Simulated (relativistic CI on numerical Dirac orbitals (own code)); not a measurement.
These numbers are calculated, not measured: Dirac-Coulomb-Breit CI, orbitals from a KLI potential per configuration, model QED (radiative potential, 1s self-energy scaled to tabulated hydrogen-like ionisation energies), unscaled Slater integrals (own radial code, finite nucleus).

The strongest absorption lines from the ground level of an ion, among the configurations computed and to levels below about 1510 eV (vacuum wavelength in nm, gf): 0.90184 (0.62), 0.91523 (0.47), 0.91837 (0.97), 0.91924 (1.9), 0.92045 (1.6), 0.92454 (0.84), 0.92831 (0.41), 0.93912 (0.85).

Task: Which ion is it?
A. Fe XX
B. Zn XXII
C. Zn XXIV
D. Ge XXVI

Result: C. Zn XXIV has 7 electrons and the ground level 2s²2p³ ⁴S°3/2; the strongest line goes to 2s²2p²3d ⁴P3/2. The pattern of lines fixes the number of electrons, and along that sequence the line energies rise steadily with the charge (about as its square where n changes within one kind of shell, about linearly where n is kept but much faster in heavy ions where fine structure, which grows about as Z⁴, sets the gap, and irregularly where shells cross), which fixes Z. Configurations outside the model, such as inner-shell arrays, can give stronger lines. At this charge energies of transitions that change n are usually good to better than 1 %, and those within a shell (Δn = 0) to a few per cent.

LS names give the leading component of a level, which can be under half, so a name can repeat, a term be missing and a line seem to break the LS rules.
